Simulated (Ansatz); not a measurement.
Consider the ligand exchange at a B–C bond: `BC(B)[SiH3]` + silanol → `BO[SiH3]` + `BC[SiH3]`.

Program: Ansatz. Geometries: PBE0-D4/def2-TZVP. ΔE: electronic, gas phase. CCSD(T)/CBS is the MP2 limit (def2-TZVPP, def2-QZVPP) plus CCSD(T) − MP2 in def2-TZVPP, frozen cores. Functionals use def2-TZVPP. B3LYP here is the variant with VWN-RPA as its local correlation; programs differ in this. HSE06 is defined as in plane-wave codes.

`BC(B)[SiH3]`:

Cartesian coordinates in Å:
```
B -0.213 -0.749 1.496
C 0.359 -0.628 0.081
B 1.345 0.544 -0.101
Si -0.933 0.307 -0.971
H -0.321 -1.819 2.023
H -0.538 0.234 2.097
H 0.616 -1.552 -0.437
H 2.300 0.438 -0.813
H 1.137 1.585 0.457
H -1.903 1.051 -0.137
H -1.617 -0.689 -1.830
H -0.232 1.278 -1.865
```

`O[SiH3]`:

Z-matrix (Å, degrees):
```
Si
O 1 1.648
H 1 1.489 2 111.7
H 1 1.489 2 111.7 3 120.9
H 1 1.481 2 105.9 3 -119.6
H 2 0.957 1 117.9 3 -60.5
```

`BO[SiH3]`:

```xyz
8

B    -1.502    0.349   -0.260
O    -0.420    0.283    0.540
Si    1.132   -0.238    0.277
H    -1.428   -0.019   -1.404
H    -2.520    0.779    0.204
H     1.283   -0.709   -1.124
H     1.409   -1.343    1.225
H     2.046    0.898    0.541
```

`BC[SiH3]`:

```xyz
10

B     1.282   -0.426   -0.716
C     0.481    0.677   -0.017
Si   -1.167   -0.107    0.503
H     1.979   -1.169   -0.086
H     1.167   -0.609   -1.895
H     0.193    1.517   -0.656
H     0.913    1.039    0.921
H    -0.944   -1.218    1.463
H    -2.003    0.932    1.158
H    -1.900   -0.635   -0.676
```

| level | ΔE (kcal/mol) | difference from CCSD(T)/CBS |
| --- | --- | --- |
| LDA (SPW92) | -21.6 | 3.1 |
| PBE-D4 | -22.8 | 1.9 |
| revPBE-D4 | -22.4 | 2.3 |
| BLYP-D4 | -26.8 | -2.1 |
| r2SCAN-D4 | -24.2 | 0.5 |
| B97M-V | -25.3 | -0.6 |
| PBE0-D4 | -23.4 | 1.3 |
| B3LYP-D4 | -27.1 | -2.4 |
| r2SCANh-D4 | -24.3 | 0.4 |
| HSE06-D4 | -23.4 | 1.3 |
| ωB97X-V | -25.7 | -1.0 |
| ωB97M-V | -25.0 | -0.3 |
| B2PLYP | -27.2 | -2.5 |
| PBE-QIDH | -24.2 | 0.5 |
| PBE | -23.4 | 1.3 |
| revPBE | -24.2 | 0.5 |
| BLYP | -28.2 | -3.5 |
| r2SCAN | -24.4 | 0.3 |
| PBE0 | -23.9 | 0.8 |
| B3LYP | -28.1 | -3.4 |
| r2SCANh | -24.5 | 0.2 |
| r2SCAN0 | -24.7 | 0.0 |
| HSE06 | -23.9 | 0.8 |
| BHLYP | -29.0 | -4.3 |
| CAM-B3LYP | -28.4 | -3.7 |
| RPA@PBE/def2-TZVPP | -26.3 | -1.6 |
| HF/def2-SVP | -34.8 | -10.1 |
| MP2/def2-SVP | -29.8 | -5.1 |
| CCSD/def2-SVP | -30.9 | -6.2 |
| CCSD(T)/def2-SVP | -30.3 | -5.6 |
| HF/def2-TZVPP | -32.1 | -7.4 |
| MP2/def2-TZVPP | -24.6 | 0.1 |
| SCS-MP2/def2-TZVPP | -26.4 | -1.7 |
| CCSD/def2-TZVPP | -26.3 | -1.6 |
| CCSD(T)/def2-TZVPP | -25.4 | -0.7 |
| HF/def2-QZVPP | -32.2 | -7.5 |
| MP2/def2-QZVPP | -24.2 | 0.5 |
| SCS-MP2/def2-QZVPP | -26.1 | -1.4 |
| MP2/CBS(def2) | -23.9 | 0.8 |
| CCSD/CBS(def2) | -25.6 | -0.9 |
| CCSD(T)/CBS | -24.7 | 0 |

Largest T1 diagnostic among the species: 0.013.

In def2-TZVPP, CCSD(T) changes the Hartree–Fock value by +6.7 kcal/mol (the triples alone add +0.9 kcal/mol) and MP2 by +7.5 kcal/mol. At CCSD(T), def2-SVP lies −5.6 kcal/mol from the extrapolated value and def2-TZVPP −0.7 kcal/mol.
